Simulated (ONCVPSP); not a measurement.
## Rb (Z = 37): excitation energies, all-electron against ONCV

Rb (Z = 37), optimised norm-conserving Vanderbilt (ONCV), made with ONCVPSP 4.0.1 (PW91, scalar-relativistic). Core [Ar] 3d10, reference 4s2 4p6 5s1. Waves: 4s+5s: rc 2.50 bohr, ncon 5, nbas 8, qcut 6.1 1/bohr, 2 projectors; 4p: rc 2.40 bohr, ncon 4, nbas 8, qcut 6 1/bohr, 2 projectors, debl 3.1 Ha; d scattering state at 0.08 Ha: rc 2.75 bohr, ncon 4, nbas 7, qcut 3.6 1/bohr, 3 projectors, debl 1.6 Ha; f scattering state at 0.34 Ha: rc 2.50 bohr, ncon 4, nbas 8, qcut 5.1 1/bohr, 2 projectors, debl 3.2 Ha. Local part: polynomial inside 2.20 bohr (lpopt 3, dvloc0 4 Ha). Core correction: Teter function, fcfact 3.25, rcfact 1.65.

Energies are relative to the spin-unpolarised reference configuration 4s2 4p6 5s1; without spin polarisation the order of configurations can differ from experiment.

```csv
valence configuration,charge,ΔE all-electron (eV),error AE − PS (meV)
4s2 4p6 5s0.5,+0.5,1.576,-0.1
4s2 4p6 5s0 5p1,0,1.511,-0.3
4s1 4p6 5s1,+1,37.809,-64
```

(1) What are ΔE and the potential's error for 4s2 4p6 5s0?

Levels in the configuration 4s2 4p6 5s0.5:

```
level  all-electron (eV)  pseudo (eV)
   4s            -34.629      -34.630
   4p            -18.667      -18.666
   5s             -4.097       -4.098
```

Answers

(1) ΔE = 4.184 eV all-electron; the error (AE − PS) is -0.4 meV.
